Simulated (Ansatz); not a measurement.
Program: Ansatz. Geometries: PBE0-D4/def2-TZVP. ΔE: electronic, gas phase. CCSD(T)/CBS adds triple-zeta CCSD(T) − MP2 to the extrapolated MP2 energy (def2 sets, frozen cores). This one scheme is used for every species. Functionals use def2-TZVPP. One conformer a species, not always the lowest.

Consider the formal exchange of groups at a B–N bond: `BNB(C)N` + CH₄ → `CB(C)N` + `BN`.

`BNB(C)N`:

Z-matrix (Å, degrees):
```
C
B 1 1.575
H 1 1.092 2 113.6
H 1 1.095 2 110.8 3 -121.2
H 1 1.095 2 110.7 3 121.1
N 2 1.461 1 118.8 3 179.2
N 2 1.398 1 121.4 3 -0.8
B 6 1.397 2 129.3 1 -179.8
H 6 1.010 2 114.5 1 0.1
H 7 1.005 2 123.2 1 -179.9
H 7 1.003 2 122.3 1 0.1
H 8 1.198 6 120.0 2 179.9
H 8 1.200 6 119.9 2 -0.0
```

CH₄:

Cartesian coordinates in Å:
```
C 0.000 0.000 0.000
H 0.283 -1.052 0.024
H 0.167 0.443 0.981
H -1.054 0.087 -0.264
H 0.604 0.521 -0.742
```

`CB(C)N`:

Z-matrix (Å, degrees):
```
C
B 1 1.578
H 1 1.094 2 114.2
H 1 1.095 2 110.6 3 121.7
H 1 1.095 2 110.6 3 -121.7
C 2 1.578 1 120.8 3 -180.0
N 2 1.398 1 119.6 3 0.0
H 6 1.095 2 110.6 1 -58.6
H 6 1.095 2 110.6 1 58.0
H 6 1.094 2 114.2 1 179.7
H 7 1.006 2 123.1 1 -180.0
H 7 1.006 2 123.1 1 0.1
```

`BN`:

```xyz
6

B    -0.282   -0.188   -0.593
N     0.290    0.194    0.610
H    -0.610   -1.330   -0.743
H    -0.433    0.633   -1.450
H     0.589    1.134    0.804
H     0.446   -0.443    1.373
```

```csv
level,ΔE (eV)
r2SCAN-D4,0.80
CAM-B3LYP-D4,0.82
```

Q: What does CCSD(T)/CBS give? (Best estimate.)

A: Ansatz gave: +0.81 eV. The listed levels differ from it by -0.01, 0.01 eV.

Largest T1 diagnostic among the species: 0.012.

From BLYP to BHLYP (50 % exact exchange), in def2-TZVPP and without D4, ΔE moves by +0.07 eV. Leaving LDA and LC-ωPBE aside and taking each functional with its dispersion term where it has one, the values, not all of them listed here, spread over 0.10 eV, from PBE-D4 to BHLYP-D4. LDA lies +0.04 eV from PBE without D4.
